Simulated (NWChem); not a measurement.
System meant: SnHSBr, singlet; SMILES [SH][Sn][Br]

The following NWChem deck was run.

```
start job
memory heap 200 mb stack 900 mb global 1100 mb
geometry units angstroms noautoz
  Sn     0.706760    -0.623558     0.000000
  Br    -0.315352     1.727747     0.000000
  S     -1.471551    -1.799817     0.000000
  H     -0.870121    -3.026117     0.000000
end
basis spherical
  Sn library def2-svp
  Br library def2-svp
  S library def2-svp
  H library def2-svp
end
dft
  xc pbe0
  iterations 150
  mulliken
end
task dft energy
```

End of the output:

```
             Grid Information
             ----------------
          Grid used for XC integration:  medium
          Radial quadrature: Mura-Knowles
          Angular quadrature: Lebedev.
          Tag              B.-S. Rad. Rad. Pts. Rad. Cut. Ang. Pts.
          ---              ---------- --------- --------- ---------
          Sn                  1.45      123           9.0       590
          Br                  1.15      112          12.0       590
          S                   1.00       88          10.0       590
          H                   0.35       45          12.0       434
          Grid pruning is: on
          Number of quadrature shells:   368
          Spatial weights used:  Erf1

          Convergence Information
          -----------------------
          Convergence aids based upon iterative change in
          total energy or number of iterations.
          Levelshifting, if invoked, occurs when the
          HOMO/LUMO gap drops below (HL_TOL):  1.00D-02
          DIIS, if invoked, will attempt to extrapolate
          using up to (NFOCK): 10 stored Fock matrices.

                    Damping( 0%)  Levelshifting(0.5)       DIIS
                  --------------- ------------------- ---------------
          dE  on:    start            ASAP                start
          dE off:    2 iters        150 iters           150 iters

      Screening Tolerance Information
      -------------------------------
          Density screening/tol_rho:  1.00D-10
          AO Gaussian exp screening on grid/accAOfunc:  14
          CD Gaussian exp screening on grid/accCDfunc:  20
          XC Gaussian exp screening on grid/accXCfunc:  20
          Schwarz screening/accCoul:  1.00D-08

      Superposition of Atomic Density Guess
      -------------------------------------

      charge =      50.0 Sn (Tin)

      symmetry species            s     p     d     f
      number of basis functions =10     7     6
      number of cont. functions = 4     4     2
      number of closed shells   = 5     3     2
      number of open shells     = 0     1     0
      open shell occupation     = 0     2     0
 ------------------------------------------------------------------------
 atomscf:atomd: error in atom scf                   0
 ------------------------------------------------------------------------
 ------------------------------------------------------------------------
  current input line :
    20: task dft energy
 ------------------------------------------------------------------------
 ------------------------------------------------------------------------
 This error has not yet been assigned to a category
 ------------------------------------------------------------------------
 For more information see the NWChem manual at https://nwchemgit.github.io

0:atomscf:atomd: error in atom scf:Received an Error in Communication
```

Q: Find the fault in this run and fix the input.

A: The run crashed. Cause: the def2 basis of a heavy element holds valence functions alone and wants its effective core potential (without it all electrons must fit into that basis). This input runs:
```
start job
memory heap 200 mb stack 900 mb global 1100 mb
geometry units angstroms noautoz
  Sn     0.706760    -0.623558     0.000000
  Br    -0.315352     1.727747     0.000000
  S     -1.471551    -1.799817     0.000000
  H     -0.870121    -3.026117     0.000000
end
basis spherical
  Sn library def2-svp
  Br library def2-svp
  S library def2-svp
  H library def2-svp
end
ecp
  Sn library def2-ecp
end
dft
  xc pbe0
  iterations 150
  mulliken
end
task dft energy
```
It converges to -3186.47283 Ha (PBE0/def2-SVP with def2 effective core potentials on Sn).
